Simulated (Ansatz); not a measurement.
The same hydrogenolysis along the group Cl, Br, I.

Isolated molecules relaxed with PBE0-D4/def2-TZVP in Ansatz; ΔE leaves out vibrations. CBS: MP2 limit from def2 TZ/QZ plus the TZ coupled-cluster correction, frozen cores. This one scheme is used for every species. Functionals use def2-TZVPP. B3LYP here is the variant with VWN-RPA as its local correlation; programs differ in this. def2 core potentials past Kr. For Br, I outer-core shells are correlated without core-valence functions, which leaves a few kJ/mol of doubt a bond. Scalar relativity is left out up to krypton.

```json
{"reaction": "`[CH3][AlH][Cl]` + H₂ → `[CH3][AlH2]` + HCl", "CCSD/CBS(def2) (eV)": "1.61", "B3LYP-D4 (eV)": "1.61", "ωB97X-V (eV)": "1.60"}
{"reaction": "`[CH3][AlH][Br]` + H₂ → `[CH3][AlH2]` + HBr", "CCSD/CBS(def2) (eV)": "1.62", "B3LYP-D4 (eV)": "1.59", "ωB97X-V (eV)": "1.58"}
{"reaction": "`[CH3][AlH][I]` + H₂ → `[CH3][AlH2]` + HI", "CCSD/CBS(def2) (eV)": "1.52", "B3LYP-D4 (eV)": "1.47", "ωB97X-V (eV)": "1.46"}
```

(1) Give the CCSD(T)/CBS values in the same order. (Estimate.)

Largest T1 diagnostic: 0.009, for `[CH3][AlH2]`.

## Answers

(1) The calculation gave: 1.64, 1.65, 1.56 eV.
